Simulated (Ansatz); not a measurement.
`FC(F)C(F)(F)C(F)C(F)(F)F`, charge 0, multiplicity 1.

(1) Give a relaxed structure at PBE0-D4/def2-TZVP (the Gaussian-basis code of Ansatz). (An estimate is asked.)

Answers

(1) The calculation gave: 
Z-matrix (Å, degrees):
```
C
F 1 1.340
C 1 1.537 2 108.5
F 1 1.350 2 108.6 3 -118.2
H 1 1.092 2 109.2 3 122.4
F 3 1.346 1 107.7 2 67.2
F 3 1.346 1 108.4 2 -49.4
C 3 1.534 1 115.3 2 -168.7
F 8 1.360 3 107.9 1 178.0
C 8 1.529 3 115.9 1 -61.2
H 8 1.094 3 108.2 1 59.6
F 10 1.329 8 109.5 3 -179.9
F 10 1.326 8 112.7 3 -59.3
F 10 1.340 8 110.0 3 61.6
```
This is one stationary point; other conformers may exist.
